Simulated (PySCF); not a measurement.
**`S=C(C#N)C(C#N)C#N`, C₅HN₃S**

Geometry:
```tsv
atom	x (Å)	y (Å)	z (Å)
N1	2.560	0.678	0.821
C2	1.739	0.183	0.191
C3	0.764	-0.443	-0.610
S4	1.194	-1.383	-1.865
C5	-0.687	-0.193	-0.237
C6	-0.935	-0.654	1.119
N7	-1.116	-1.030	2.180
C8	-0.975	1.231	-0.310
N9	-1.188	2.348	-0.382
H10	-1.348	-0.732	-0.929
```

Computed, not measured: PySCF, GIAO PBE0/pcSseg-1 magnetisability, rotational g tensor and spin-rotation constants, non-relativistic, gas phase. Geometry: GFN2-xTB.

(1) How diamagnetic is it, and how anisotropic?

(2) Split it along the inertial axes a, b, c into diamagnetic and paramagnetic parts about the centre of mass, with the quadrupole moment.

(3) And the rotational g tensor?

## Answers

(1) Isotropic -935 × 10⁻³⁰ J/T², or -56.3 × 10⁻⁶ cm³/mol; principal values -1249, -904, -652 × 10⁻³⁰ J/T², anisotropy 519 × 10⁻³⁰ J/T² (root of half the summed squared differences of the principal values). The susceptibility is in cgs units.

(2) 
```csv
axis,χ (10⁻⁶ cm³/mol),diamagnetic (10⁻⁶ cm³/mol),paramagnetic (10⁻⁶ cm³/mol),summed x² of all electrons (Å²),quadrupole Θ (D Å)
a,-41.5,-771.6,730.1,174.4,+0.99
b,-75.2,-1113.6,1038.4,93.8,-5.41
c,-52.2,-1137.7,1085.5,88.1,+4.41
```
Anisotropies 2χaa − χbb − χcc = +44.3 and 2χbb − χaa − χcc = -56.7 × 10⁻⁶ cm³/mol. Θ is traceless in Buckingham's convention.

(3) 
```csv
axis,rotational constant (GHz),g,nuclear part,electronic part
a,1.6466,-0.0556,0.5092,-0.5647
b,1.0763,-0.0174,0.5076,-0.5250
c,1.0493,-0.0312,0.5040,-0.5351
```
Asymmetric top; isotopes 12C, 1H, 14N, 32S; no vibrational averaging.
